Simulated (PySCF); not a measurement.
# Nickel: a sound run and one with changed settings

Sound run: Ni [Ar] 3d8 4s2, Ni⁺ [Ar] 3d9. Computed with PySCF 2.14 in cc-pVTZ, with no relativity, point nucleus. The sound run starts from symmetry-adapted Hartree-Fock orbitals and uses a fine grid where one is needed.

Changed run: 6 angular points. This setting is unsound on purpose.

```json
{"species": "Ni", "method": "UHF", "sound run (hartree)": "-1506.87934", "changed run (hartree)": "-1506.87934", "converged": "yes"}
{"species": "Ni", "method": "B3LYP", "sound run (hartree)": "-1508.34762", "changed run (hartree)": "-1510.25321", "converged": "yes"}
{"species": "Ni", "method": "M06-L", "sound run (hartree)": "-1508.24017", "changed run (hartree)": "-1514.73979", "converged": "no"}
{"species": "Ni⁺", "method": "UHF", "sound run (hartree)": "-1506.59560", "changed run (hartree)": "-1506.59560", "converged": "yes"}
{"species": "Ni⁺", "method": "B3LYP", "sound run (hartree)": "-1508.07223", "changed run (hartree)": "-1512.62220", "converged": "yes"}
{"species": "Ni⁺", "method": "M06-L", "sound run (hartree)": "-1507.97019", "changed run (hartree)": "-1518.93018", "converged": "yes"}
```

Ionisation energy of Ni:

```json
{"method": "UHF", "sound run (eV)": "7.721", "changed run (eV)": "7.721"}
```

A coarse angular grid integrates products of high-l functions wrongly, so density functionals can shift, and the SCF can exploit the error; Hartree-Fock and MP2 need no grid.

For comparison, NIST gives 7.640 eV between the lowest levels.
